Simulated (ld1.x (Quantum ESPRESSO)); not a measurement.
**What the settings do to the TM potential of Ca**

Base potential:

calcium (Ca), norm-conserving Troullier–Martins (Kleinman–Bylander form), made with ld1.x (Quantum ESPRESSO) 7.5 (PBE, scalar-relativistic). Core [Ar], reference 3d0 4s1 4p1. Waves: 4s (bound): rc 2.70 bohr; 4p (bound): rc 4.15 bohr; 3d (bound, empty): rc 2.30 bohr. Local part: the d channel. Core correction: Bessel-smoothed model core inside 1.15 bohr.

All-electron outer shells of the reference configuration (PBE, scalar-relativistic, ld1.x):

```
shell  level (eV)  outermost node (bohr)  outermost maximum (bohr)
   3s      -48.45                   0.45                      0.99
   3p      -29.35                   0.42                      1.04
   4s       -4.42                   1.42                      3.33
   3d       -3.03                      –                      1.26
   4p       -1.94                   1.62                      4.28
```

Cutoffs, loose and tight: the cutoffs (Ry, on a coarse ladder) from which the occupation-weighted sum of valence levels, in a spherical-Bessel basis at the reference potential, stays within 10 and 1 mRy of its value at 400 Ry. They do not see the model core or the augmentation charge, which bear on the density cutoff. Test errors are all-electron minus pseudo excitation energies from the reference, over the configurations 3d0 4s2 4p0; 3d0 4s1 4p0; 3d0 4s1.5 4p0; 3d1 4s0 4p0; 3d0 4s0 4p1; 3d1 4s1 4p0; 3d0.5 4s1.5 4p0. A dash means not determined; rows that change the core or the reference have their own tests. The largest error is taken over the tests solved by every variant that gives reliable tests at all: 3d0 4s1 4p0; 3d0 4s1.5 4p0; 3d0 4s2 4p0; 3d0.5 4s1.5 4p0; 3d1 4s0 4p0; 3d1 4s1 4p0.

For the base: The cutoffs count occupied waves only; the empty 3d level needs 35 Ry at the loose tolerance.

A true bound ghost makes a file unfit for plane-wave use even where its test errors are small: the radial tests pick states by their node count and pass the ghost by. Where a test does run into it, the solver fails or the error is huge.

| change | outcome | cutoff, loose | cutoff, tight | bound ghosts | largest test error (meV) |
| --- | --- | --- | --- | --- | --- |
| base | generated | 6 Ry | 10 Ry | s, p | -238 |
| all radii but the core radius scaled by about 0.79 (s 2.14, p 3.28, d 1.82 bohr) | generated | 15 Ry | 21 Ry | s, p | -215 |
| all radii but the core radius scaled by about 0.90 (s 2.42, p 3.72, d 2.06 bohr) | generated | 8 Ry | 15 Ry | s, p | -237 |
| all radii but the core radius scaled by about 1.07 (s 2.90, p 4.46, d 2.46 bohr) | generated | 6 Ry | 8 Ry | s, p | -220 |
| all radii but the core radius scaled by about 1.18 (s 3.18, p 4.90, d 2.72 bohr) | generated | 6 Ry | 8 Ry | s, p | -178 |

(1) What comes out with this change to the base: all radii but the core radius scaled by about 1.26 (s 3.40, p 5.24, d 2.90 bohr)?

(2) What comes out with this change to the base: all radii but the core radius scaled by about 1.36 (s 3.68, p 5.64, d 3.12 bohr)?

## Answers

(1) outcome: generated; cutoff, loose: 6 Ry; cutoff, tight: 8 Ry; bound ghosts: s, p; largest test error (meV): -141.

(2) outcome: generated; cutoff, loose: 6 Ry; cutoff, tight: 8 Ry; bound ghosts: s; largest test error (meV): -84.

Reading the sweep of the scale of all radii but the core radius (base = 1) (base included, trends over the rows without a ghost): Bound ghosts are found at 0.79, 0.9, 1, 1.07, 1.18, 1.26, 1.36. Every judged row has one, so this setting neither creates nor removes them.
